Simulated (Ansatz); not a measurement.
```xyz
4

N     0.0067   -0.0010    0.4598
F     1.2177   -0.0095   -0.1241
F    -0.6177    1.0567   -0.1176
F    -0.6045   -1.0625   -0.1174
```

Basis set: STO-3G (spherical functions). Left uncorrelated: 4 orbitals. Charge 0, multiplicity 1.

Computed with Ansatz (development build ahead of 0.2.0); each method stands on the lowest determinant of its kind that the runs found. Restricted open shells among the atoms or ions are ROHF, correlated in semicanonical orbitals with singles.

Q: Give the atomization energy at this shape (free ground-state atoms in the same class of orbitals less the molecule, no zero-point energy) of singlet NF3 by RHF-MP2, RHF.

A:

```json
{"method": "RHF-MP2", "atomization energy": "455.0 kJ/mol"}
{"method": "RHF", "atomization energy": "187.9 kJ/mol"}
```

This basis has no polarisation functions and is too small for such energies, which can lie far from measured ones in either direction.
